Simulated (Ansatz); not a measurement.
C2H2, charge +1, doublet, geometry from GFN2-xTB (a state made from the parent by changing its charge; the spin is typed, not shown lowest); B3LYP/cc-pVDZ (Ansatz, a quantum-chemistry and plane-wave program).

Input for Ansatz:
Ansatz 0.2 input:
```yaml
crystal:
  periodic: [false, false, false]
  atoms:
    - {symbol: C, position_ang: [-0.00551819, 0.03208200, 0.61232370]}
    - {symbol: C, position_ang: [-0.01710497, 0.04493818, -0.61130026]}
    - {symbol: H, position_ang: [0.05212052, -0.21358621, -1.66624117]}
    - {symbol: H, position_ang: [0.08361842, -0.24853489, 1.66010049]}
basis:
  gaussian:
    orbitals: cc-pVDZ
    point_charges:
      - {charge: 0.5, position_ang: [1.8963, -3.0158, -3.1301]}
hamiltonian:
  xc: b3lyp
total_charge: 1
magnetization: {spin_polarized: true, initial_magnetization: 1}
```

It wrote (shortened):

```
Functional definition: B3LYP
352 factors; integrals over basis functions are off by at most 1.2e-3 eV
mean field evaluation 1: about -2088.2065 eV, gradient 2.3e1 eV
mean field evaluation 2: about -2089.8548 eV, gradient 1.7e1 eV
mean field evaluation 4: about -2091.4805 eV, gradient 1.5e0 eV
mean field evaluation 8: about -2091.4892 eV, gradient 9.6e-3 eV
mean field evaluation 16: about -2091.4898 eV, gradient 6.4e-2 eV
mean field evaluation 32: about -2091.4886 eV, gradient 2.1e-2 eV
mean field -2091.48975330 eV, -76.8608307712 hartree, gradient 9.6e-6 eV, S^2 0.752270; 2 other end points of the search recorded, 0 dependent functions left out
reference -2091.48990144 eV, -76.8608362151 hartree; 7, 6 occupied and 31, 32 virtual orbitals, 352 factors
Total energy: -2091.48990144 eV, -76.8608362151 hartree
```
